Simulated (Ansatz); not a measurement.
BH3 (SMILES B) moved off its minimum; all values from Ansatz (an electronic-structure program), cores frozen in correlated methods.
(charge 0, multiplicity 1)
```xyz
4

B     -0.0076    -0.0550     0.0163
H     -1.1337    -0.1206    -0.3548
H      0.4664    -0.5624     0.9996
H      0.7161     0.6917    -0.6190
```

```tsv
level	largest force (eV/Å)	on atom	rms difference from CCSD(T)/aug-cc-pVTZ (eV/Å)	dipole (D)
HF/def2-TZVPP	1.23	B1	0.066	0.14
PBE/def2-TZVPP	1.06	B1	0.091	0.10
r2SCAN/def2-TZVPP	1.11	B1	0.011	0.11
B3LYP/def2-TZVPP	1.12	B1	0.038	0.11
wB97M-V/def2-TZVPP	1.12	B1	0.064	0.12
MP2/aug-cc-pVTZ	1.18	B1	0.056	0.12
CCSD(T)/aug-cc-pVTZ	1.14	B1	0.000	0.12
```

The differences count from one level among others, with limits of its own. Forces at CCSD(T)/aug-cc-pVTZ (eV/Å):

```json
[
 {"atom": "B1", "Fx": "0.723", "Fy": "0.871", "Fz": "-0.131"},
 {"atom": "H2", "Fx": "-0.107", "Fy": "-0.337", "Fz": "0.186"},
 {"atom": "H3", "Fx": "-0.377", "Fy": "-0.104", "Fz": "-0.279"},
 {"atom": "H4", "Fx": "-0.239", "Fy": "-0.429", "Fz": "0.224"}
]
```
